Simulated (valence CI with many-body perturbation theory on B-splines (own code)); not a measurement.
Results of a calculation; reference values are marked as such.
# Sensitivity of CI+MBPT for Mo²⁺

Method: configuration interaction combined with many-body perturbation theory (CI+MBPT): four valence electrons over a frozen Dirac-Fock core [Kr], radial functions for each j: 6 s, 6 p, 5 d, 5 f, 1 g, with the one-electron correlation potential Σ1 (screened to all orders), the two-electron term Σ2, the three-electron term Σ3, Breit, model QED; selected single and double excitations, second order for the rest, scaled by the run's own slope (own B-spline code, finite nucleus).

Set against measurement, 20 paired levels are off by 426 cm⁻¹ on average, the worst by 1055. These come from a selection out of Sugar and Musgrove, J. Phys. Chem. Ref. Data 17, 155 (1988). Levels without a partner in it may be off by more, other configurations by 1,000 to 8,000 cm⁻¹. Only levels of the ground parity were solved; by the run's estimate the other parity begins above the list, which can be wrong where configurations are misplaced.

The reference run has the lowest level 4d⁴ ⁵D_0 and an ionisation energy of 26.8203 eV. Its largest variational space holds 10527 state functions.

Reference levels: 4d⁴ ⁵D_1 231, 4d⁴ ⁵D_2 646, 4d⁴ ⁵D_3 1194, 4d⁴ ⁵D_4 1840, 4d⁴ ³P_0 12061, 4d⁴ ³H_4 12752, 4d⁴ ³P_1 13255, 4d⁴ ³H_5 13302, 4d⁴ ³H_6 13813, 4d⁴ ³F_2 14460, 4d⁴ ³F_3 14463, 4d⁴ ³F_4 14776 cm⁻¹.

(1) Rank these changes by the mean size of the shift of these levels, smallest first.
A. selection threshold (hartree) 2e-08 → 1e-06; lowest core n in screening and Σ2 2 → 3
B. size limit of the variational space 10000 → 3000
C. scale of Σ1 1 → 0

Answers

(1) A (1.8 cm⁻¹), B (16 cm⁻¹), C (410 cm⁻¹).
